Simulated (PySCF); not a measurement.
Mg(NH2)(SH) (H3MgNS), SMILES [Mg]([SH])[NH2]. Atoms are numbered in the order given.

```xyz
6

Mg     0.0098     0.5528     0.0000
N     -0.0087     2.4360     0.0000
H     -0.0167     3.0337     0.8140
H     -0.0167     3.0337    -0.8140
S      0.0775    -1.7435     0.0000
H     -1.2635    -1.8574     0.0000
```
Charge 0, spin multiplicity 1.

Geometry optimised at B3LYP-D3(BJ)/def2-TZVP. Other conformers were not sampled.

These are B3LYP-D3(BJ)/def2-TZVP run with PySCF values and carry that method's errors.

Frequencies are harmonic and unscaled.

Computed harmonic wavenumbers and intensities:
| mode | ν (cm⁻¹) | IR (km/mol) | Raman (Å⁴/amu) | depolarisation | moving atoms (share of kinetic energy) |
|---|---|---|---|---|---|
| 1 | 115 | 42.5 | 0.0 | – | Mg 60 %, N 23 %, S 8 %, H 8 % |
| 2 | 117 | 28.6 | 0.2 | 0.75 | Mg 59 %, N 16 %, H 15 %, S 10 % |
| 3 | 136 | 2.9 | 5.8 | 0.75 | H 99 % |
| 4 | 302 | 116.9 | 24.0 | 0.75 | H 84 %, N 16 % |
| 5 | 367 | 6.5 | 21.5 | 0.17 | S 50 %, N 27 %, Mg 16 % |
| 6 | 536 | 70.3 | 3.2 | 0.75 | H 81 %, N 15 % |
| 7 | 538 | 3.1 | 1.2 | 0.32 | H 91 % |
| 8 | 739 | 124.7 | 3.8 | 0.14 | Mg 51 %, N 41 % |
| 9 | 1560 | 18.0 | 3.9 | 0.02 | H 92 %, N 8 % |
| 10 | 2658 | 2.2 | 115.2 | 0.27 | H 97 % |
| 11 | 3543 | 2.5 | 196.2 | 0.09 | H 96 % |
| 12 | 3619 | 8.6 | 96.6 | 0.75 | H 92 %, N 8 % |
